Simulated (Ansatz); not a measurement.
**Abstraction of H: BHF2 + SbH2 → BF2 + SbH3**

Species: BHF2 `FBF`, singlet; SbH2 `[SbH2]`, doublet; BF2 `F[B]F`, doublet; SbH3 (stibine) `[SbH3]`, singlet. A radical takes H: the energy is the difference in strength between the B–H bond broken and the Sb–H bond made.

Shapes, held fixed at every level: PBE0-D4/def2-TZVP. Programs: Ansatz 0.2.0. The zero-point and thermal change to 298 K, harmonic and unscaled (PBE0-D4/def2-TZVP), is -6.2 kJ/mol.

| level | kind | ΔH(298 K) (kJ/mol) | less CCSD(T)/def2-TZVPP | CPU time (sum over the molecules) |
| --- | --- | --- | --- | --- |
| HF/def2-TZVPP | Hartree–Fock | +176.6 | +1.5 | – |
| SPW92/def2-TZVPP | LDA | +156.9 | -18.2 | 3.6 s |
| PBE-D4/def2-TZVPP | GGA | +157.7 | -17.4 | 6.6 s |
| r2SCAN-D4/def2-TZVPP | meta-GGA | +160.6 | -14.5 | 11 s |
| PBE0-D4/def2-TZVPP | global hybrid | +165.7 | -9.4 | 4.6 s |
| r2SCAN0-D4/def2-TZVPP | global hybrid | +167.2 | -7.9 | 9.8 s |
| CCSD/def2-TZVPP | coupled cluster or CI | +178.1 | +3.0 | – |
| CCSD(T)/def2-TZVPP | coupled cluster or CI | +175.1 | 0.0 | 34 s |

The highest level, CCSD(T)/def2-TZVPP, gives ΔH(298 K) = +175.1 kJ/mol; the levels span +156.9 to +178.1. The column of differences is taken from that level and isn't an error. No measured value is set beside it here. Open shells run unrestricted unless RO is named. For atoms past krypton def2 sets carry core potentials with scalar relativity. Correlated rows may include outer-core shells of Sb, which these sets cover unevenly. Times are processor times on shared x86 and Arm servers, and rough.
